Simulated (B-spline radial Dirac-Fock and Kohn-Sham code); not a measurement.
The K (1s) hole of gallium ions: width and yield against charge

These are calculated numbers from a radial atomic solver; the model is one-electron (LDA, Dirac) transition rates at Dirac-Fock energies. Tabulated ground configurations, configuration averages; single configurations, so decays that open only by mixing (as 1s 2s² with 1s 2p² in Be-like ions) are missing and such tiny yields are far too low.

| ion | configuration | radiative (eV) | non-radiative (eV) | yield |
| --- | --- | --- | --- | --- |
| Ga | [Ar] 3d10 4s2 4p1 | 0.888 | 0.843 | 0.513 |
| Ga⁺ | [Ar] 3d10 4s2 | 0.887 | 0.842 | 0.513 |
| Ga²⁺ | [Ar] 3d10 4s1 | 0.887 | 0.841 | 0.513 |
| Ga³⁺ | [Ar] 3d10 | 0.888 | 0.839 | 0.514 |
| Ga⁴⁺ | [Ar] 3d9 | 0.890 | 0.844 | 0.513 |
| Ga⁵⁺ | [Ar] 3d8 | 0.893 | 0.849 | 0.513 |
| Ga⁶⁺ | [Ar] 3d7 | 0.897 | 0.854 | 0.512 |
| Ga⁷⁺ | [Ar] 3d6 | 0.901 | 0.861 | 0.511 |
